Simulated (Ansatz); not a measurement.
C₂H₁₀NPSi, SMILES `CCN([SiH3])P`. The species carries charge 0 and has multiplicity 1. The structure was optimised at the PBE0-D4/def2-TZVP level. It is one conformer, not always the lowest.

```xyz
15

C    -1.301   -0.726   -1.028
C    -0.701   -0.569    0.357
N     0.395    0.396    0.417
Si    2.017   -0.204    0.327
P     0.090    2.067    0.481
H    -2.116   -1.454   -1.012
H    -0.548   -1.072   -1.741
H    -1.704    0.221   -1.392
H    -0.329   -1.540    0.707
H    -1.475   -0.262    1.070
H     2.947    0.930    0.536
H     2.304   -0.847   -0.988
H     2.213   -1.249    1.370
H    -0.856    2.228   -0.576
H    -0.937    2.081    1.473
```

What is the dipole moment at B3LYP/def2-TZVPP? (An estimate is asked.)

Ansatz gave: 1.53 D, with components (-1.18, -0.97, -0.14) D in this frame, pointing from negative to positive charge.

And with PBE, r2SCAN, ωB97M-V? (Estimate.)

Ansatz gave: PBE 1.58 D, r2SCAN 1.66 D, ωB97M-V 1.52 D.

Give the Mulliken charges with B3LYP, PBE, r2SCAN in def2-TZVPP. (An estimate is asked.)

Ansatz gave: 
```json
{"atom": "C1", "B3LYP": "-0.23", "PBE": "-0.23", "r2SCAN": "-0.13"}
{"atom": "C2", "B3LYP": "-0.04", "PBE": "-0.04", "r2SCAN": "0.03"}
{"atom": "N3", "B3LYP": "-0.26", "PBE": "-0.17", "r2SCAN": "-0.28"}
{"atom": "Si4", "B3LYP": "0.31", "PBE": "0.23", "r2SCAN": "0.34"}
{"atom": "P5", "B3LYP": "0.05", "PBE": "-0.01", "r2SCAN": "0.07"}
{"atom": "H6", "B3LYP": "0.08", "PBE": "0.08", "r2SCAN": "0.04"}
{"atom": "H7", "B3LYP": "0.08", "PBE": "0.09", "r2SCAN": "0.05"}
{"atom": "H8", "B3LYP": "0.07", "PBE": "0.07", "r2SCAN": "0.05"}
{"atom": "H9", "B3LYP": "0.07", "PBE": "0.06", "r2SCAN": "0.03"}
{"atom": "H10", "B3LYP": "0.07", "PBE": "0.07", "r2SCAN": "0.04"}
{"atom": "H11", "B3LYP": "-0.05", "PBE": "-0.03", "r2SCAN": "-0.05"}
{"atom": "H12", "B3LYP": "-0.08", "PBE": "-0.07", "r2SCAN": "-0.08"}
{"atom": "H13", "B3LYP": "-0.08", "PBE": "-0.06", "r2SCAN": "-0.08"}
{"atom": "H14", "B3LYP": "0.00", "PBE": "0.01", "r2SCAN": "-0.01"}
{"atom": "H15", "B3LYP": "0.00", "PBE": "0.01", "r2SCAN": "-0.01"}
```

B3LYP here is the variant with VWN-RPA as its local correlation; programs differ in this.
